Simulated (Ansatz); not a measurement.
Molecule: 1,1,2,2,3,3,4-heptafluorocyclopentane, C₅H₃F₇, charge 0, multiplicity 1. 
Structure (B3LYP-D3(BJ)/def2-TZVP (Ansatz, an electronic-structure program) minimum search):
SMILES: FC1(CC(C(F)(C1(F)F)F)F)F
```xyz
15

F     -2.6656    -0.2599     0.6189
C     -1.5210    -0.3521    -0.1373
C     -0.6280    -1.5157     0.3148
C      0.8246    -1.0500     0.1442
F      1.5360    -1.8552    -0.6802
F      1.4740    -1.0129     1.3345
C      0.7469     0.3969    -0.4371
F      1.7540     1.1869    -0.0515
F      0.7375     0.3230    -1.7921
C     -0.6433     0.8941     0.0224
F     -0.5683     1.2547     1.3267
F     -1.0726     1.9555    -0.6870
H     -1.8120    -0.4342    -1.1855
H     -0.8096    -1.7097     1.3709
H     -0.8086    -2.4252    -0.2517
```
Charge 0, spin multiplicity 1.

Computed values are from Ansatz. Cores are frozen in the correlated levels unless marked. UHF or UKS for open shells. Spin-orbit coupling is left out. Non-relativistic. Basis-set limits of correlation are two-point, X^-3; Hartree-Fock from the larger set. The bracket is a focal-point correction in the basis named.

- atomisation energy De = 1538.8 kcal/mol at RI-MP2/CBS(cc-pVTZ,cc-pVQZ)+[CCSD(T)-MP2]/cc-pVTZ
- total energy = -890.5699 Eh at RI-MP2/CBS(cc-pVTZ,cc-pVQZ)+[CCSD(T)-MP2]/cc-pVTZ
- dipole moment = 2.55 D at wB97M-V/def2-TZVPD
- T1 diagnostic = 0.012 at CCSD/cc-pVTZ
